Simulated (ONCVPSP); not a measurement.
## Configuration tests for Ca (ONCV)

- Element: Ca
- Generator: ONCVPSP 4.0.1
- Type: optimised norm-conserving Vanderbilt (ONCV)
- Functional: PBEsol
- Relativity: scalar-relativistic
- Frozen core: [Ne]
- Valence charge: 10
- Reference configuration: 3s2 3p6 4s2
- Partial waves: 3s+4s: rc 1.75 bohr, ncon 4, nbas 9, qcut 6.2 1/bohr, 2 projectors; 3p: rc 1.20 bohr, ncon 4, nbas 7, qcut 6 1/bohr, 3 projectors, debl 3.7 Ha; d scattering state at 0.17 Ha: rc 1.20 bohr, ncon 4, nbas 7, qcut 7.2 1/bohr, local
- Local potential: the d channel
- Core correction: none

In the d channel the program set the typed energies aside and used 0.050 Ha.

Energies are relative to the spin-unpolarised reference configuration 3s2 3p6 4s2; without spin polarisation the order of configurations can differ from experiment.

**Question.** Give the all-electron excitation energy and the error of the potential for: 3s2 3p6 4s1; 3s2 3p6 4s0; 3s2 3p6 4s1.5; 3s2 3p6 4s1 4p1.

**Answer.**

| valence configuration | charge | ΔE all-electron (eV) | error AE − PS (meV) |
| --- | --- | --- | --- |
| 3s2 3p6 4s1 | +1 | 6.305 | -0.3 |
| 3s2 3p6 4s0 | +2 | 17.987 | -1.5 |
| 3s2 3p6 4s1.5 | +0.5 | 2.504 | -0.1 |
| 3s2 3p6 4s1 4p1 | 0 | 2.426 | 0.0 |

Levels in the configuration 3s2 3p6 4s1:

| level | all-electron (eV) | pseudo (eV) |
| --- | --- | --- |
| 3s | -53.872 | -53.878 |
| 3p | -34.834 | -34.835 |
| 4s | -8.943 | -8.943 |

Note: no bound ghost flagged; GHOST(+) flagged for s at 86.4 eV.
